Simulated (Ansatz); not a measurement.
Stepwise reaction of `[F][Ga]([SH])[SH]` with hydrogen chloride, as a gas-phase model of exchange steps in deposition or etching. ΔE in kJ/mol; ΔG adds harmonic PBE0-D4 terms to CCSD(T)/CBS, at 1 bar.

Computed with Ansatz on PBE0-D4/def2-TZVP structures; ΔE is electronic, products minus reactants. CCSD(T)/CBS adds triple-zeta CCSD(T) − MP2 to the extrapolated MP2 energy (def2 sets, frozen cores). This one scheme is used for every species. DFT in def2-TZVPP. B3LYP here is the variant with VWN-RPA as its local correlation; programs differ in this. For Ga outer-core shells are correlated without core-valence functions, which leaves a few kJ/mol of doubt a bond. Scalar relativity is left out up to krypton. Each species was taken in one conformer, which may not be the lowest.

```tsv
step	reaction	PBE-D4	B3LYP-D4	ωB97M-V	CCSD(T)/CBS	ΔG(600 K)
1	`[F][Ga]([SH])[SH]` + HCl → `[F][Ga]([SH])[Cl]` + H₂S	-18.1	-23.1	-24.6	-21.1	-25.1
```

Question: Give the row of step 2, `[F][Ga]([SH])[Cl]` + HCl → `[F][Ga]([Cl])[Cl]` + H₂S. (Estimate.)

Answer: Computed: 
```
step                                               reaction  PBE-D4  B3LYP-D4  ωB97M-V  CCSD(T)/CBS  ΔG(600 K)
   2  `[F][Ga]([SH])[Cl]` + HCl → `[F][Ga]([Cl])[Cl]` + H₂S   -10.6     -15.6    -17.4        -14.1      -15.5
```

Question: By hand: ΔE of the 2 steps together at CCSD(T)/CBS.

Answer: (-21.1) + (-14.1) = -35.2 kJ/mol, or -17.6 kJ/mol a step.

In ΔE each step is higher than the one before. All are downhill at CCSD(T)/CBS. ΔG lies between -25.1 and -15.5 kJ/mol a step. PBE-D4 differs from CCSD(T)/CBS by 3.0 to 3.5 kJ/mol a step. Isolated molecules leave out the surface, adducts and barriers. Largest T1 diagnostic: 0.013.
